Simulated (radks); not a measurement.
The numbers below are computed, except where a source is named.
Q: The table gives one normalised radial function P(r) = r R(r) (large component) of Sc2+ in [Ar] 3d1 (r in bohr). Code: a radial shooting solver on a logarithmic mesh with Libxc functionals. Model: Dirac Kohn-Sham, relativistic LDA (MacDonald-Vosko exchange, VWN5 correlation), spin-unpolarised, spherical densities, finite nucleus; open shells fill j = l - 1/2 first; Fermi nuclear charge, rms radius 3.5459 fm.

r,P
0.003914,0.0015
0.005016,0.0024
0.006428,0.0040
0.008237,0.0064
0.01056,0.0102
0.01353,0.0162
0.01733,0.0255
0.02221,0.0398
0.02846,0.0612
0.03648,0.0925
0.04674,0.1365
0.0599,0.1958
0.07676,0.2705
0.09836,0.3561
0.126,0.4401
0.1615,0.4987
0.207,0.4981
0.2652,0.4011
0.3399,0.1836
0.4356,-0.1433
0.5582,-0.5178
0.7153,-0.8347
0.9166,-0.9880
1.175,-0.9320
1.505,-0.7138
1.929,-0.4395
2.472,-0.2106
3.167,-0.0744
4.059,-0.0180
5.201,-0.0027

Which n and l does it have? It may be an empty orbital.

A: n = 3, l = 1: the number of nodes gives n - l - 1 = 1, the rise at small r points to l (this Dirac orbital starts outside the nucleus as r^gamma with gamma = sqrt((l + 1)^2 - (Z/c)^2) = 1.99; the j = 3/2 orbital of l + 1 starts with the same power, but with a smaller coefficient, and then steepens), and the extent must fit the shell. The curve is that of 3p3/2; the two j differ most near the nucleus, where j = l - 1/2 has the larger amplitude, and in heavy atoms j = l - 1/2 is also the more compact. 3p3/2: eigenvalue -48.778 eV, 1 radial node at r = 0.394 bohr, <r> = 1.17 bohr, 90 % of the charge inside 1.80 bohr.
